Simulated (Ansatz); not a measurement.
One change: `[CH3][Al]([I])[I]` becomes `[CH3][Al]([F])[I]`.

Ansatz, PBE0-D4/def2-TZVP geometries, multiplicity 1. 

Elements past krypton have def2 core potentials.

```json
{"property": "size of the dipole moment (ωB97M-V/def2-TZVPP) / D", "`[CH3][Al]([I])[I]`": "1.74"}
{"property": "HOMO energy (PBE0/def2-TZVPP) / eV", "`[CH3][Al]([I])[I]`": "-7.60"}
{"property": "HOMO–LUMO gap (PBE0/def2-TZVPP) / eV", "`[CH3][Al]([I])[I]`": "6.13"}
{"property": "HOMO energy (PBE/def2-TZVPP) / eV", "`[CH3][Al]([I])[I]`": "-6.48"}
{"property": "LUMO energy (ωB97M-V/def2-TZVPP) / eV", "`[CH3][Al]([I])[I]`": "0.19"}
{"property": "HOMO–LUMO gap (ωB97M-V/def2-TZVPP) / eV", "`[CH3][Al]([I])[I]`": "9.88"}
```

Problem. Give the same properties after the change, and the shifts. (Best estimate.)

Solution. The calculation gave: 
```tsv
property	`[CH3][Al]([F])[I]`	shift
size of the dipole moment (ωB97M-V/def2-TZVPP) / D	2.01	0.27
HOMO energy (PBE0/def2-TZVPP) / eV	-7.86	-0.26
HOMO–LUMO gap (PBE0/def2-TZVPP) / eV	6.94	0.81
HOMO energy (PBE/def2-TZVPP) / eV	-6.71	-0.23
LUMO energy (ωB97M-V/def2-TZVPP) / eV	0.72	0.53
HOMO–LUMO gap (ωB97M-V/def2-TZVPP) / eV	10.70	0.82
```

With PBE0 the HOMO falls by 0.26 eV and the LUMO rises by 0.55 eV, so the gap widens by about 0.81 eV. PBE moves the HOMO by -0.23 eV and ωB97M-V by -0.29 eV. Dipoles are sizes alone; their direction can turn.

Spin–orbit coupling is left out; it splits and shifts lone-pair levels of the heavy atoms by tenths of an eV.
